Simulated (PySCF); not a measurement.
Numbering as in the mapped SMILES `[BH2:1][SiH2:2][n:3]1[cH:4][cH:5][cH:6][cH:7]1`. Hydrogens are named by the atom that carries them.

Geometry: PBE0-D3(BJ)/def2-SVP; GIAO shifts from PySCF, gas phase, non-relativistic, averaged over equivalent atoms.

At PBE0/pcSseg-1 (166 basis functions, 28 s wall time on 1 thread of an Arm Neoverse V2, shared host):
```tsv
atoms	δ (ppm)
B1	120.3
Si2	-33.4
N3	171.2
C4/C7	128.4
C5/C6	118.9
H(B1)	10.24
H(C4)/H(C7)	6.73
H(C5)/H(C6)	6.59
H(Si2)	5.40
```

Referencing at the same level of theory: $^{11}$B (σref 100.73) against BF3·OEt2; $^{29}$Si (σref 351.99) and $^{13}$C (σref 184.41) and $^{1}$H (σref 31.27) against TMS; $^{15}$N (σref 265.67) against NH3.

What do these become at KT2/pcSseg-1?

Results:


```
      atoms  δ at KT2/pcSseg-1  change
         B1              112.2    -8.1
        Si2              -33.0    +0.4
         N3              165.0    -6.2
      C4/C7              119.6    -8.8
      C5/C6              109.6    -9.3
      H(B1)              10.01   -0.23
H(C4)/H(C7)               6.63   -0.10
H(C5)/H(C6)               6.45   -0.14
     H(Si2)               5.56   +0.16
```

Scale: BF3·OEt2 for $^{11}$B (99.90 ppm); $^{29}$Si (361.05 ppm) and $^{13}$C (183.22 ppm) and $^{1}$H (31.18 ppm) vs TMS; $^{15}$N (264.30 ppm) vs NH3 (reference shieldings calculated alike).

The largest change is at C5/C6 (aromatic CH). Cost: 166 basis functions, 27 s wall time on 1 thread of an Arm Neoverse V2, shared host.

Experimental scales use liquid or dissolved standards, which lie at an offset from isolated NH3 (liquid NH3: subtract about 20 ppm). Unscaled 15N shifts of sp2 nitrogen come out 20 to 40 ppm too high even then.
